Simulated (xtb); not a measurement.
AlBrFH₂N, SMILES [NH2][Al]([Br])[F]. All values are semi-empirical tight-binding results from xtb (GFN2-xTB unless named), good for trends rather than for accurate numbers. Geometry: GFN2-xTB. One conformer was computed; it need not be the lowest.

For metal compounds this method's bond lengths and energies can be far off.

```
Quantity                                       Value
-------------------------------------  -------------
point group as xtb finds it                       Cs
orbital gap                                  4.04 eV
zero-point energy                      17.3 kcal/mol
G − E(el) at 298.15 K (modified RRHO)  -2.2 kcal/mol
```
